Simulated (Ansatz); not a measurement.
`[SbH2][I]` + `Sc1ccccc1` → `[SH][SbH2]` + `Ic1ccccc1` at 298.15 K and 1 bar (formal exchange of groups at the Sb–I bond).

Computed with Ansatz on PBE0-D4/def2-TZVP structures; ΔE is electronic, products minus reactants. CCSD(T)/CBS adds triple-zeta CCSD(T) − MP2 to the extrapolated MP2 energy (def2 sets, frozen cores). Elements past krypton have def2 core potentials. For I, Sb outer-core shells are correlated without core-valence functions, which leaves a few kJ/mol of doubt a bond. Each species was taken in one conformer, which may not be the lowest.

```json
{"species": "`[SbH2][I]`", "CCSD(T)/CBS energy (Eh)": "-538.67582", "H − E (kJ/mol)": "49.0", "S (J/(mol·K))": "298.5"}
{"species": "`Sc1ccccc1`", "CCSD(T)/CBS energy (Eh)": "-629.69868", "H − E (kJ/mol)": "280.7", "S (J/(mol·K))": "333.1"}
{"species": "`[SH][SbH2]`", "CCSD(T)/CBS energy (Eh)": "-639.59431", "H − E (kJ/mol)": "73.5", "S (J/(mol·K))": "292.6"}
{"species": "`Ic1ccccc1`", "CCSD(T)/CBS energy (Eh)": "-528.76333", "H − E (kJ/mol)": "255.1", "S (J/(mol·K))": "333.4"}
```

H − E and S are ideal-gas, rigid-rotor, harmonic terms from PBE0-D4/def2-TZVP, for one conformer and one mirror image of each species. 1 Eh = 2625.50 kJ/mol, R = 8.31446 J/(mol·K).

By hand: ΔE, ΔH, ΔS and ΔG.

ΔE = (-639.59431) + (-528.76333) − (-538.67582) − (-629.69868) = 0.01686 Eh = 44.3 kJ/mol. Δ(H − E) = 73.5 + 255.1 − 49.0 − 280.7 = -1.1, so ΔH = 43.2 kJ/mol. ΔS = 292.6 + 333.4 − 298.5 − 333.1 = -5.6 J/(mol·K). ΔG = 43.2 − 298.15 × (-5.6)/1000 = 44.9 kJ/mol.

By hand: the equilibrium constant, and the temperature at which ΔG would vanish if ΔH and ΔS stayed fixed.

log₁₀ K = −ΔG/(RT ln 10) = -7.9. ΔH and −TΔS have one sign here, so there is no such temperature. One of them is within its doubt of zero, so this could turn.

The number of gas molecules stays the same, so ΔS is small and ΔH decides. A doubt of 5 kJ/mol in ΔE shifts log₁₀ K by 0.9 here. Other conformers and mirror images would add mixing entropy, several J/(mol·K) or more a flexible species. These are equilibria of isolated gas molecules and say nothing of rates. Largest T1 diagnostic: 0.013 (customary marks: 0.02 for closed shells, 0.045 for open ones).
